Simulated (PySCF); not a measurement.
## Mn⁺: ionisation energy

Mn⁺ [Ar] 3d5 4s1 [3d3/2^4 3d5/2^1 4s1/2^1, M_J = 3] → Mn²⁺ [Ar] 3d5 [3d3/2^4 3d5/2^1, M_J = 5/2], as a difference of total energies. All numbers are calculated (PySCF 2.14, the two-component X2C-1e Hamiltonian, in x2c-TZVPall-2c (6s7p4d1f, 54 functions)). Correlated levels: [Ne] frozen; the 6 highest virtual spinors dropped. "Screened" scales the spin-orbit matrix elements by Boettger's factors to mimic the two-electron term; Breit and QED terms are absent.

```
                    method  ionisation energy (eV)
 GHF (screened spin-orbit)                  14.855
GMP2 (screened spin-orbit)                  15.534
```

Task: How much does correlation contribute at GMP2 (screened spin-orbit)?

Result: 15.534 − (14.855) = 0.679 eV, measured against GHF (screened spin-orbit).

Errors of the correlated levels include the incompleteness of this basis and the frozen core.

The labels give the starting determinants; with spin-orbit coupling the two ends relaxed to ⟨J²⟩ = 12.00, ⟨L²⟩ = 0.00, ⟨S²⟩ = 12.00 and ⟨J²⟩ = 8.75, ⟨L²⟩ = 0.00, ⟨S²⟩ = 8.75.

For comparison: 15.640 eV (measured; NIST Atomic Spectra Database, ionization energies).
